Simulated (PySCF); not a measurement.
In(F)(Br)(Me) (CH₃BrFIn), SMILES [F][In]([CH3])[Br].

Geometry optimised at B3LYP-D3(BJ)/def2-SVP. The structure was generated by enumeration; whether it is a known compound was not checked. The def2 effective core potentials stand for the cores of In; spin–orbit coupling is left out.

These are PySCF with TDDFT-PBE/def2-SVPD values and carry that method's errors.

Vertical excitations. The molecule is in vacuum. State labels are in the subgroup Cs.

### Question
List the lowest excited states. (Estimate from the structure and the level; the computed values follow.)

### Answer

```tsv
state	symmetry	energy (eV)	λ (nm)	f	main pairs
S1	A'	4.35	285	0.020	HOMO→LUMO 97 %
S2	A"	4.50	276	0.011	HOMO−1→LUMO 100 %
S3	A"	4.84	256	0.001	HOMO→LUMO+1 100 %
S4	A'	5.14	241	0.016	HOMO−1→LUMO+1 60 %, HOMO−2→LUMO 35 %
S5	A'	5.44	228	0.114	HOMO−2→LUMO 37 %, HOMO−1→LUMO+1 29 %, HOMO−4→LUMO 22 %, HOMO−5→LUMO 8 %
S6	A"	5.51	225	0.001	HOMO−2→LUMO+1 97 %
S7	A"	5.66	219	0.011	HOMO−3→LUMO 98 %
S8	A'	6.22	199	0.085	HOMO−3→LUMO+1 41 %, HOMO−4→LUMO 38 %, HOMO−5→LUMO 11 %, HOMO−2→LUMO 6 %
S9	A'	6.33	196	0.237	HOMO−5→LUMO 40 %, HOMO−4→LUMO 18 %, HOMO→LUMO+3 12 %, HOMO−2→LUMO 11 %
S10	A"	6.41	193	0.003	HOMO−4→LUMO+1 97 %
T1	A'	4.00	310	0	HOMO→LUMO 98 %
T2	A"	4.22	294	0	HOMO−1→LUMO 100 %
T3	A'	4.47	278	0	HOMO−2→LUMO 96 %
T4	A"	4.74	262	0	HOMO→LUMO+1 100 %
```
Triplets are in the Tamm–Dancoff approximation, which puts them higher than full response would, so one can lie above its singlet here.
